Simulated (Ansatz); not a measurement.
Reaction (isomerisation): `CC1OC[SiH2]1` → `CC1(O)C[SiH2]1`

Program: Ansatz. Geometries: PBE0-D4/def2-TZVP. ΔE: electronic, gas phase. CCSD(T)/CBS adds triple-zeta CCSD(T) − MP2 to the extrapolated MP2 energy (def2 sets, frozen cores). Functionals use def2-TZVPP. B3LYP here is the variant with VWN-RPA as its local correlation; programs differ in this. One conformer a species, not always the lowest.

**Question.** Is it downhill or uphill in electronic energy at CCSD(T)/CBS, and by how much? (Best estimate.)

**Answer.** Ansatz gave: Uphill: ΔE = +5.3 kJ/mol.

**Question.** What do these levels give: PBE-D4, PBE0-D4, B3LYP-D4, PBE, r2SCAN, HF/def2-TZVPP, MP2/def2-TZVPP, SCS-MP2/def2-TZVPP, MP2/def2-QZVPP, SCS-MP2/def2-QZVPP, HF/CBS(def2), CCSD/CBS(def2)? (An estimate is asked.)

**Answer.** Ansatz gave: PBE-D4 2.1, PBE0-D4 4.1, B3LYP-D4 10.0, PBE 2.7, r2SCAN 0.6, HF/def2-TZVPP 23.8, MP2/def2-TZVPP 0.9, SCS-MP2/def2-TZVPP 9.6, MP2/def2-QZVPP -0.1, SCS-MP2/def2-QZVPP 8.7, HF/CBS(def2) 23.9, CCSD/CBS(def2) 7.7 kJ/mol.

Largest T1 diagnostic among the species: 0.012.

In def2-TZVPP, CCSD(T) changes the Hartree–Fock value by −16.7 kJ/mol (the triples alone add −2.4 kJ/mol) and MP2 by −22.9 kJ/mol.
